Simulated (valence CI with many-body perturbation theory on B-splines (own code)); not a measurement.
Results of a calculation; reference values are marked as such.
# Au57+ in three bases

Level of theory: valence CI with perturbative core correlation (CI+MBPT): four valence electrons over a frozen Dirac-Fock core [Ar], radial functions for each j: 7 s, 7 p, 8 d, 6 f, 4 g, 1 h, with the one-electron correlation potential Σ1 (screened to all orders), the two-electron term Σ2, the three-electron term Σ3, Breit, model QED; selected single and double excitations, second order for the rest, scaled by the run's own slope (own B-spline code, finite nucleus).

No measured spectrum was set against this ion. As an estimate, large intervals hold to a few tenths of a per cent, small ones and those within an open d or f shell to about a per cent. The list stops below the first excitations out of the core. Only levels of the ground parity were solved; by the run's estimate the other parity begins above the list, which can be wrong where configurations are misplaced.

The reference run has the lowest level (3d3/2^4) J=0 and an ionisation energy of 5847.18 eV. Its largest variational space holds 16794 state functions.

Levels are named by their leading jj configuration (3d3/2^4 stands for four electrons in 3d with j = 3/2), which in mixed levels can hold well under half, so a name can repeat and another be missing. Letters in brackets count levels of one name in rising energy.

Changed runs:
A. basis 6 s, 6 p, 5 d, 5 f, 1 g
B. basis 5 s, 5 p, 4 d, 4 f

Excitation energies of the reference run in cm⁻¹, and shifts in cm⁻¹:

| Level | Reference | A | B |
| --- | --- | --- | --- |
| (3d3/2^3 3d5/2) J=1 | 724661 | -247 | -418 |
| (3d3/2^3 3d5/2) J=4 | 826477 | +24 | +314 |
| (3d3/2^3 3d5/2) J=2 | 860587 | -46 | +373 |
| (3d3/2^3 3d5/2) J=3 | 888684 | -6.6 | +475 |
| (3d3/2^2 3d5/2^2) J=0 [a] | 1524960 | -291 | -540 |
| (3d3/2^2 3d5/2^2) J=2 [a] | 1525160 | -274 | -235 |
| (3d3/2^2 3d5/2^2) J=4 [a] | 1548240 | -215 | -150 |
| (3d3/2^2 3d5/2^2) J=3 [a] | 1567250 | -257 | -124 |
| (3d3/2^2 3d5/2^2) J=5 | 1595350 | -88 | +269 |
| (3d3/2^2 3d5/2^2) J=6 | 1618740 | +24 | +563 |
| (3d3/2^2 3d5/2^2) J=1 | 1647450 | -106 | +380 |
| (3d3/2^2 3d5/2^2) J=3 [b] | 1668820 | -14 | +666 |
| Ionisation energy (eV) | 5847.18 | -0.08 | -0.13 |
